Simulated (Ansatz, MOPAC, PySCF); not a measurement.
Lewis adduct: BH3 (SMILES B) (first 4 atoms) with CHN (SMILES C#N); geometry from B3LYP-D3(BJ)/def2-TZVP, rigid monomers moved along the line of their centres of mass till B1···N6 is 1.77 Å.
(charge 0, multiplicity 1):
| atom | x (Å) | y (Å) | z (Å) |
|---|---|---|---|
| B | -0.0969 | 0.0482 | 0.7696 |
| H | 0.6659 | 0.9271 | 0.4507 |
| H | 0.2039 | -1.0311 | 0.3220 |
| H | -1.2557 | 0.3333 | 0.5912 |
| C | 0.1943 | -0.2104 | 3.6580 |
| N | 0.0803 | -0.1092 | 2.5274 |
| H | 0.3007 | -0.3049 | 4.7140 |

Interaction energies are E(AB) − E(A) − E(B) at the monomers' geometry in the complex; basis-set methods are counterpoise corrected. Rows marked so take none.

Correlated levels freeze the cores. CBS: X⁻³ extrapolation of the correlation energy, Hartree–Fock from the larger set. Rows in 6-31G*, STO-3G carry no dispersion term and start afresh at each structure (6-31G* with six Cartesian d functions). The state that AM1, PM7 reach isn't checked; PM7 holds dispersion and hydrogen-bond terms.

The values were computed with Ansatz (a program for electronic structure) with Gaussian orbitals; MOPAC for AM1, PM7 (differences of heats of formation); PySCF for 6-31G* rows, STO-3G rows. Values without a source in brackets are computed.

| level | interaction energy (kJ/mol) |
|---|---|
| AM1 | -108.3 |
| PM7 | -146.5 |
| HF/STO-3G (no counterpoise) | -148.8 |
| HF/6-31G* | -79.7 |
| MP2/aug-cc-pVDZ | -113.7 |
| MP2/CBS(aug-cc-pVDZ, aug-cc-pVTZ) | -125.5 |
| SCS-MP2/aug-cc-pVDZ | … |
| CCSD/aug-cc-pVTZ | -111.5 |
| CCSD(T)/aug-cc-pVDZ | -106.6 |

### Question
What belongs in the gaps?

### Answer

- SCS-MP2/aug-cc-pVDZ, interaction energy (kJ/mol): -103.6
